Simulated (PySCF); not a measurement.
**A search over the determinants of SrSn⁺**

Unrestricted PBE0; PySCF, scalar-relativistic core potentials, basis sets Sr def2-SVP with ECP28, Sn def2-SVP with ECP28. Outer shells of the fragments: Sr+ 5s1; Sn 4d10 5s2 5p2.

Followed along the bond (rough minima from three points):

| 2Ms+1 | unpaired | ⟨S²⟩ at the start | R at minimum (Å) | Te (eV) |
| --- | --- | --- | --- | --- |
| 4 | σ ↑, π ↑↑ | 3.75 | 3.04 | 0.00 |
| 2 | π ↑ | 0.77 | 3.39 | 0.09 |
| 2 | σ ↑, π ↑↓ | 1.76 | 3.07 | 0.49 |
| 2 | σ ↓, π ↑↑ | 1.76 | 3.08 | 0.54 |
| 2 | σ ↑ | 0.76 | 3.09 | 1.11 |

Solutions found at the starting distance of 3.160 Å, counted from the lowest of them; the search is not exhaustive and high or unbound solutions are not listed, so other states can lie among these:

```
2Ms+1       unpaired   term  E (eV)  ⟨S²⟩  ⟨Lz²⟩   μ (D)
    4      σ ↑, π ↑↑    ⁴Σ⁻    0.00  3.75   0.00  -10.79
    2            π ↑     ²Π    0.14  0.77   1.01   -8.65
    2      σ ↑, π ↑↓  mixed    0.48  1.76   2.01  -10.53
    2      σ ↓, π ↑↑  mixed    0.52  1.76   0.00  -10.36
    2            σ ↑  mixed    1.09  0.76   2.00  -10.24
    4      σ ↑↑, π ↑     ⁴Π    1.12  3.75   1.01   -3.84
    2            π ↑     ²Π    1.94  0.77   1.01  -10.72
    4  σ ↑, π ↑, δ ↑  mixed    2.39  3.75   5.00   -4.84
    4      σ ↑, π ↑↑  mixed    2.52  3.75   2.01   -4.26
```

A term symbol is given only where ⟨S²⟩ and ⟨Lz²⟩ are close to those of a pure state; real π, δ and φ orbitals otherwise mix terms. A positive dipole points towards Sn; it is taken about the centre of mass and depends on that origin.

Compare the gap between the two lowest followed solutions at the starting distance with the gap between their minima.

At PBE0 the second solution (doublet, unpaired electrons π ↑) lies +0.14 eV from the first (quartet, unpaired electrons σ ↑, π ↑↑) at 3.160 Å and +0.09 eV at the minima; the two curves relax by different amounts, since their minima lie near 3.39 and 3.04 Å.

Spin–orbit coupling is left out. Counting both spins, an empty level lies below a filled one in some of these solutions, because spin and occupation are held.
